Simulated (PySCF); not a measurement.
C₂H₁₀ClNSi₂, SMILES CN[Si@@H](Cl)C[SiH3].

Coordinates come from a PBE-D3(BJ)/def2-SVP optimisation. The structure was generated by enumeration; whether it is a known compound was not checked. Other conformers were not sampled.

Computed with PBE-D3(BJ)/def2-SVP in PySCF.

Frequencies are harmonic and unscaled.

```tsv
mode	ν (cm⁻¹)	IR (km/mol)	moving atoms (share of kinetic energy)
1	52	1.8	H 32 %, C 29 %, Si 25 %, Cl 11 %
2	66	0.8	C 37 %, H 27 %, Si 19 %, Cl 12 %
3	98	2.0	Si 31 %, Cl 25 %, H 16 %, C 16 %, N 12 %
4	127	1.2	H 78 %, C 11 %
5	155	0.4	H 80 %
6	186	1.4	H 58 %, C 13 %, N 12 %, Si 10 %
7	212	2.3	Si 43 %, H 21 %, Cl 21 %, C 11 %
8	265	4.1	N 38 %, Si 22 %, H 21 %, Cl 18 %
9	327	8.2	H 33 %, C 30 %, N 22 %, Si 14 %
10	465	10.5	H 63 %, Cl 14 %, Si 12 %, N 9 %
11	475	9.3	H 69 %, C 11 %, Si 9 %, Cl 9 %
12	515	134.3	H 56 %, Si 24 %, Cl 11 %
13	563	47.4	H 46 %, Si 37 %, C 9 %
14	660	7.7	H 69 %, C 20 %
15	704	39.3	H 41 %, C 40 %, Si 19 %
16	742	123.2	H 40 %, C 28 %, Si 27 %
17	777	19.2	H 55 %, N 19 %, C 14 %, Si 12 %
18	806	132.7	H 50 %, Si 24 %, C 16 %, N 9 %
19	828	92.5	H 86 %, Si 10 %
20	898	139.1	H 91 %
21	909	116.4	H 96 %
22	924	30.0	H 97 %
23	977	8.4	H 95 %
24	1030	92.6	H 59 %, C 38 %
25	1063	22.3	H 80 %, C 12 %
26	1100	0.2	H 75 %, C 19 %
27	1132	112.7	N 45 %, C 35 %, H 18 %
28	1328	12.9	H 92 %
29	1351	46.2	H 68 %, N 21 %, C 10 %
30	1397	11.6	H 87 %, C 13 %
31	1415	8.3	H 96 %
32	1444	9.0	H 96 %
33	2154	132.1	H 97 %
34	2166	84.1	H 97 %
35	2173	71.7	H 96 %
36	2192	108.5	H 97 %
37	2926	88.2	H 96 %
38	2996	0.1	H 95 %
39	3003	26.4	H 91 %, C 9 %
40	3047	14.7	H 91 %, C 9 %
41	3057	0.1	H 91 %, C 9 %
42	3494	14.7	H 93 %
```
